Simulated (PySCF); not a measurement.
From one molecule to another.

First species: C6H14O2Si.
SMILES with atom numbers: `[CH3:1][C:2]([CH3:3])([CH3:4])[C:5](=[O:6])[CH2:7][SiH2:8][OH:9]` (hydrogens: H10, H11, H12 on C1; H13, H14, H15 on C3; H16, H17, H18 on C4; H19, H20 on C7; H21, H22 on Si8; H23 on O9)

Second species: C₄H₇F₃OSi.
SMILES: `O([C@H]1[C@](C(F)F)(F)[SiH2]1)C`

Levels: PBE0/pcSseg-1 for dipole moment, HOMO energy, LUMO energy and HOMO–LUMO gap; GFN2-xTB for rotational constant A and rotational constant C. Geometries: GFN2-xTB. All species are isolated and taken at one optimised geometry, non-relativistic unless stated; the electronic structure was computed with PySCF and density fitting.

Dipoles, sizes and rotational constants follow the conformer. The torsions of the flexible species, by atom-mapped SMILES:
- `[CH3:1][C:2]([CH3:3])([CH3:4])[C:5](=[O:6])[CH2:7][SiH2:8][OH:9]`: C1–C2–C5–O6 124°, C2–C5–C7–Si8 114°, C5–C7–Si8–O9 43°, H–O9–Si8–C7 -11°
- `[CH3:1][O:2][C@@H:3]1[SiH2:4][C@:5]1([F:6])[CH:7]([F:8])[F:9]`: C1–O2–C3–Si4 -81°, Si4–C5–C7–F8 -20°

**Question.** Which has the higher rotational constant A?

**Answer.** The first: 2.370 GHz against 1.820 GHz, a difference of 0.550 GHz.

**Question.** Which of the two has the higher rotational constant C, and by how much?

**Answer.** The second: 0.926 GHz against 0.789 GHz, a difference of 0.137 GHz.

**Question.** Which of the two has the higher HOMO–LUMO gap, and by how much?

**Answer.** The second: 6.69 eV against 6.61 eV, a difference of 0.08 eV.

**Question.** Which has the higher LUMO energy?

**Answer.** The second: -0.32 eV against -0.79 eV, a difference of 0.47 eV.

**Question.** Which of the two has the higher HOMO energy, and by how much?

**Answer.** The second: -7.01 eV against -7.40 eV, a difference of 0.39 eV.

On the first: A dipole of 3.48 D is allowed in C1, and pure rotational transitions are dipole-allowed. The dipole matches unit charges of opposite sign 0.72 Å apart (1 e·Å = 4.8032 D).

On the second: The dipole equals about 11.6 × 10⁻³⁰ C·m (1 D = 3.33564 × 10⁻³⁰ C·m).
